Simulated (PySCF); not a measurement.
³³S chemical shifts

In vacuum, rapidly exchanging positions averaged, non-relativistic Hamiltonian, one computed conformer. Geometry: GFN2-xTB; NMR shieldings at PBE0/pcSseg-1/GIAO; PySCF.

Shieldings were converted by a linear fit to measured shifts: ³³S (scatter 33.3 ppm rms vs sulfate, solution or neat liquid). A few per cent of atoms miss by over 2 rms, more outside the fitted compound classes.

Problem. Give the ³³S shifts of `CC#CC1=CSCC1`.

Solution. 
| compound | environment | δ (ppm) |
| --- | --- | --- |
| CC#CC1=CSCC1 | sulfide sulfur | -244 |

Problem. Match the shifts 138, -17, -109, -252, -301 ppm to `CSc1ccccc1`, `Fc1snnc1[SiH3]`, `C[C@@H]1CCS1(=O)=O`, `CCc1cc([SiH3])sc1F`, `C1CCSSC1`.

Solution. 138: Fc1snnc1[SiH3] (aromatic ring sulfur); -17: C[C@@H]1CCS1(=O)=O (sulfone sulfur); -109: CCc1cc([SiH3])sc1F (aromatic ring sulfur); -252: C1CCSSC1 (disulfide sulfur); -301: CSc1ccccc1 (sulfide sulfur).
